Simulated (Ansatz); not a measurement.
A nudged elastic band was laid between two geometries of Cl3GeH + H2O (8 atoms, charge 0, multiplicity 1).

Method: RKS B3LYP-D4/def2-SVP in Ansatz 0.2.0.

| Item | Value |
| --- | --- |
| movable images | 5 |
| climbing image | yes |
| spring | 5.0 eV/Å² |
| optimiser | quadratic models (default) |
| start path | through a guess of the saddle point |
| force threshold | 0.03 eV/Å |
| iteration limit | 60 |
| end points | relaxed |

Initial state:

```xyz
8
Properties=species:S:1:pos:R:3
Ge 0.312 0.017 -0.033
H 0.501 0.291 1.452
Cl 2.250 0.130 -0.994
Cl -0.917 1.475 -1.067
Cl -0.428 -1.971 -0.490
O -2.147 -0.093 1.413
H -2.636 0.500 0.824
H -2.401 -0.979 1.113
```

Final state:

```xyz
8
Properties=species:S:1:pos:R:3
Ge -0.258 -0.386 -0.835
H -1.242 1.209 3.317
Cl 1.833 -0.475 -0.418
Cl -0.801 1.557 -1.577
Cl -0.787 -1.851 -2.317
O -1.070 -0.725 0.692
H -2.037 -0.697 0.622
H -1.103 0.738 2.734
```

Q: Which bonds break or form, and what moves?

A: Bonds broken: Ge1–H2, O6–H8. Bonds formed: Ge1–O6, H2–H8. Cl3GeH + H2O becomes Cl3GeHO + H2.

Q: What energy profile does the band end with?

A: It converged. The highest image is number 3 of 0 to 6, 2.11 eV above the first end and 2.02 eV above the last; the last end lies 0.10 eV above the first. Neighbouring images differ by up to 1.9 eV, so the band resolves the path poorly. A vibrational analysis at the climbing image gives 2 clearly imaginary modes (1452i, 109i cm⁻¹): a point of higher order. A lower path may pass nearby, or the ends, which weren't checked, may share the extra mode. The orbitals stay closed-shell, which can raise the energy where a bond breaks towards radicals; this wasn't checked here.

| image | path coordinate (Å) | energy (eV) | Ge1–H2 (Å) | O6–H8 (Å) | Ge1–O6 (Å) |
| --- | --- | --- | --- | --- | --- |
| 0 | 0.00 | 0.00 | 1.52 | 0.97 | 2.85 |
| 1 | 1.12 | 0.06 | 1.52 | 0.97 | 2.83 |
| 2 | 2.24 | 0.26 | 1.54 | 0.97 | 2.55 |
| 3 | 3.36 | 2.11 | 1.90 | 1.28 | 1.96 |
| 4 | 4.97 | 0.27 | 3.27 | 2.17 | 1.76 |
| 5 | 6.58 | 0.10 | 4.43 | 2.49 | 1.76 |
| 6 | 8.20 | 0.10 | 4.56 | 2.51 | 1.76 |

Q: What is the geometry of the highest image?

A: 
```xyz
8
Properties=species:S:1:pos:R:3
Ge -0.316 0.028 -0.163
H 0.067 0.066 1.698
Cl 1.868 -0.002 -0.334
Cl -0.822 1.802 -1.277
Cl -0.834 -1.838 -1.152
O -1.930 0.030 0.945
H -2.586 -0.670 0.779
H -0.913 -0.046 1.722
```

Time of the run: 4.2 min on 4 threads of Arm Neoverse V2, with other jobs on the host, peak memory 0.32 GiB.
